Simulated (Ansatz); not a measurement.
C2H6BNO from Hartree–Fock to CCSD(T)

```xyz
11

B    -0.048    1.340    0.341
C    -0.654    0.352   -0.693
N     0.688   -0.036   -0.100
C    -0.005   -1.247    0.363
O    -1.252   -0.840   -0.154
H     0.543    2.271   -0.128
H    -0.427    1.338    1.476
H    -0.744    0.439   -1.773
H     1.524   -0.107   -0.660
H     0.371   -2.154   -0.124
H     0.004   -1.355    1.451
```

The species carries charge 0 and has multiplicity 1. The bonds changed during the relaxation, so this is another structure than the one it started from. All single points use the PBE0-D4/def2-TZVP geometry. Frozen core, restricted reference, Ansatz 0.2.0. CBS rows extrapolate triple and quadruple zeta; past MP2 they add the triple-zeta difference.

```csv
basis,HF (Eh),MP2 corr.
def2-SVP,-232.96669,-0.71169
def2-TZVPP,-233.23673,-0.88398
def2-QZVPP,-233.24749,-0.94475
```

**Question.** Estimate the CCSD correlation energy and the (T) correction in each basis where they were run (hartree).

**Answer.** 
```json
{"basis": "def2-SVP", "CCSD corr.": "-0.75653", "(T)": "-0.02362"}
{"basis": "def2-TZVPP", "CCSD corr.": "-0.91579", "(T)": "-0.03857"}
{"basis": "CBS(def2)", "CCSD corr.": "-1.02158", "(T)": "as TZ"}
```
